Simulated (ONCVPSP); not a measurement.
## manganese (Mn): variants of one ONCV potential

Base potential:

ONCVPSP 4.0.1 input, shortened (lines: element, Z, core and valence counts, functional; n l f; lmax; l rc ep ncon nbas qcut; lloc lpopt rc5 dvloc0; l nproj debl; icmod fcfact rcfact), PBEsol, scalar-relativistic:

```
  Mn 25.00    3    5  -116133      upf
    1    0    2.00
    2    0    2.00
    2    1    6.00
    3    0    2.00
    3    1    6.00
    3    2    5.00
    4    0    1.50
    4    1    0.50
    2
    0    1.20    0.00    4    7   12.80
    1    1.55    0.00    4    9    7.60
    2    1.55    0.00    3    8    8.10
    4    5    1.10    1.00
    0    2    2.80
    1    2    0.90
    2    1    2.00
    3    4.75    1.35
```

Cutoffs, loose and tight: the cutoffs (Ha) at which the residual kinetic energy of the hardest occupied pseudo-wave falls to 1 and 0.1 mHa per electron. They do not see the model core or the augmentation charge, which bear on the density cutoff. Test errors are all-electron minus pseudo excitation energies from the reference, over the configurations 3s2 3p6 3d5 4s2 4p0; 3s2 3p6 3d5 4s1 4p0; 3s2 3p6 3d5 4s0 4p0; 3s2 3p6 3d6 4s0 4p0. A dash means not determined; rows that change the core or the reference have their own tests.

| change | outcome | cutoff, loose | cutoff, tight | bound ghosts | GHOST(+) flags above zero | largest test error (meV) |
| --- | --- | --- | --- | --- | --- | --- |
| base | generated | 48 Ha | 60 Ha | none | none | +40 |
| s: qcut 19.7 | generated | 50 Ha | 69 Ha | none | s | +41 |
| core correction Teter function, fcfact 7.6, rcfact 1.35 | generated | 48 Ha | 60 Ha | none | none | +40 |

(1) What comes out with this change to the base: core [Ar], valence charge 7; reference 3d5 4s2; waves now 4s: rc 2.55 bohr, ncon 5, nbas 9, qcut 3 1/bohr, 1 projector; p scattering state at 0.1 Ha: rc 2.60 bohr, ncon 4, nbas 8, qcut 3.3 1/bohr, 2 projectors, debl 0.3 Ha; 3d: rc 1.85 bohr, ncon 4, nbas 8, qcut 7.2 1/bohr, 2 projectors, debl 3 Ha; local potential polynomial inside 1.35 bohr (lpopt 4, dvloc0 3 Ha)?

(2) What comes out with this change to the base: reference 3s2 3p6 3d5 4s2; wave 3p+4p: rc 1.55 bohr, ncon 4, nbas 9, qcut 7.6 1/bohr, 2 projectors becomes 3p: rc 1.55 bohr, ncon 4, nbas 9, qcut 7.6 1/bohr, 2 projectors, debl 0.9 Ha?

(3) What comes out with this change to the base: all radii but the core radius scaled by about 1.21 (s 1.44, p 1.88, d 1.88 bohr); local potential polynomial inside 1.32 bohr (lpopt 5, dvloc0 1 Ha)?

Answers

(1) outcome: generated, projector energies reset by the program; cutoff, loose: 24 Ha; cutoff, tight: 45 Ha; bound ghosts: none; GHOST(+) flags above zero: s; largest test error (meV): -27.

(2) outcome: generated, projector energies reset by the program; cutoff, loose: 48 Ha; cutoff, tight: 59 Ha; bound ghosts: none; GHOST(+) flags above zero: none; largest test error (meV): -196.

(3) outcome: generated; cutoff, loose: 38 Ha; cutoff, tight: 46 Ha; bound ghosts: none; GHOST(+) flags above zero: none; largest test error (meV): +76.
